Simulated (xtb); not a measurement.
CHNO, triplet, from a rough starting geometry (a higher spin typed on purpose: for a closed-shell molecule this is an excited state); GFN2-xTB (xtb).

xtb was given this input:
```
$ xtb mol.xyz --gfn 2 --uhf 2 --opt vtight --json

# file mol.xyz
4

N     -0.71718357     0.23813937     0.08671329
C      0.50594404     0.00376428    -0.11853541
O      1.58160161    -0.06149752    -0.55875297
H     -1.38818446    -0.17130070     0.58137502
```

Output, abridged:

```
   ID    Z sym.   atoms
    1    7 N      1
    2    6 C      2
    3    8 O      3
    4    1 H      4

           -------------------------------------------------
          |                Calculation Setup                |
           -------------------------------------------------

           -------------------------------------------------
          |                 G F N 2 - x T B                 |
           -------------------------------------------------

          ...................................................
          :                      SETUP                      :
          :.................................................:
          :  # basis functions                  13          :
          :  # atomic orbitals                  13          :
          :  # shells                            7          :
          :  # electrons                        16          :
          :  max. iterations                   250          :
          :  Hamiltonian                  GFN2-xTB          :
          :  restarted?                      false          :
          :  GBSA solvation                  false          :
          :  PC potential                    false          :
          :  electronic temp.          300.0000000     K    :
          :  accuracy                    1.0000000          :
          :  -> integral cutoff          0.2500000E+02      :
          :  -> integral neglect         0.1000000E-07      :
          :  -> SCF convergence          0.1000000E-05 Eh   :
          :  -> wf. convergence          0.1000000E-03 e    :
          :  Broyden damping             0.4000000          :
          :  net charge                          0          :
          :  unpaired electrons                  2          :
          ...................................................

 iter      E             dE          RMSdq      gap      omega  full diag
   1     -9.4552985 -0.945530E+01  0.687E+00    0.69       0.0  T
   2     -9.5115942 -0.562957E-01  0.325E+00    0.50       1.0  T
   3     -9.5163380 -0.474380E-02  0.277E+00    0.49       1.0  T
   4     -9.5225257 -0.618775E-02  0.182E+00    0.49       1.0  T
   5     -9.5235655 -0.103974E-02  0.547E-01    0.45       1.0  T
   6     -9.5240845 -0.519041E-03  0.259E-01    0.45       1.0  T
   7     -9.5241527 -0.682319E-04  0.851E-02    0.45       1.0  T
   8     -9.5241442  0.857237E-05  0.902E-02    0.45       1.0  T
[...]
 * total energy  :    -9.4379905 Eh     change        0.1542866E-04 Eh
 * total energy  :    -9.4380305 Eh     change       -0.4004113E-04 Eh
 * total energy  :    -9.4380349 Eh     change       -0.4339400E-05 Eh
 * total energy  :    -9.4380416 Eh     change       -0.6753714E-05 Eh
 * total energy  :    -9.4380466 Eh     change       -0.4991569E-05 Eh
 * total energy  :    -9.4380482 Eh     change       -0.1617848E-05 Eh
 * total energy  :    -9.4380491 Eh     change       -0.8580495E-06 Eh
 * total energy  :    -9.4380501 Eh     change       -0.1018945E-05 Eh
 * total energy  :    -9.4380507 Eh     change       -0.5994634E-06 Eh
 * total energy  :    -9.4380512 Eh     change       -0.4387786E-06 Eh
 * total energy  :    -9.4380513 Eh     change       -0.1552782E-06 Eh
 * total energy  :    -9.4380513 Eh     change       -0.1663283E-07 Eh
   *** GEOMETRY OPTIMIZATION CONVERGED AFTER 28 ITERATIONS ***
         :: total energy              -9.438051333716 Eh    ::
[...]
        11                          0.0579294               1.5763
        12                          0.2922320               7.9520
        13                          0.5517812              15.0147
      -------------------------------------------------------------
                  HL-Gap            0.0746887 Eh            2.0324 eV
             Fermi-level           -0.3809941 Eh          -10.3674 eV

     #   Z          covCN         q      C6AA      α(0)
     1   7 N        1.771    -0.166    25.353     7.456
     2   6 C        1.766     0.170    27.149     8.425
     3   8 O        0.857    -0.205    18.144     5.711
     4   1 H        0.860     0.200     1.104     1.646

 Mol. C6AA /au·bohr⁶  :        240.580563
 Mol. C8AA /au·bohr⁸  :       5512.442093
 Mol. α(0) /au        :         23.237330

Wiberg/Mayer (AO) data.
largest (>0.10) Wiberg bond orders for each atom

 ---------------------------------------------------------------------------
     #   Z sym  total        # sym  WBO       # sym  WBO       # sym  WBO
 ---------------------------------------------------------------------------
     1   7 N    2.657 --     2 C    1.446     4 H    0.934     3 O    0.277
     2   6 C    3.315 --     3 O    1.862     1 N    1.446
     3   8 O    2.154 --     2 C    1.862     1 N    0.277
     4   1 H    0.955 --     1 N    0.934
 ---------------------------------------------------------------------------

Topologies differ in total number of bonds
Writing topology from bond orders to xtbtopo.mol

molecular dipole:
                 x           y           z       tot (Debye)
 q only:       -0.723      -0.256       0.473
   full:       -0.827      -0.363       0.601       2.757
molecular quadrupole (traceless):
                xx          xy          yy          xz          yz          zz
 q only:       -0.410       0.107       0.213       0.138      -0.025       0.197
  q+dip:       -0.557       0.716       0.079      -0.261       0.020       0.478
   full:       -1.178       0.999       0.259       0.200       0.895       0.919

optimized geometry written to: xtbopt.xyz

           -------------------------------------------------
          | TOTAL ENERGY               -9.438051333716 Eh   |
          | GRADIENT NORM               0.000032544889 Eh/α |
          | HOMO-LUMO GAP               2.032382281411 eV   |
           -------------------------------------------------

normal termination of xtb
```
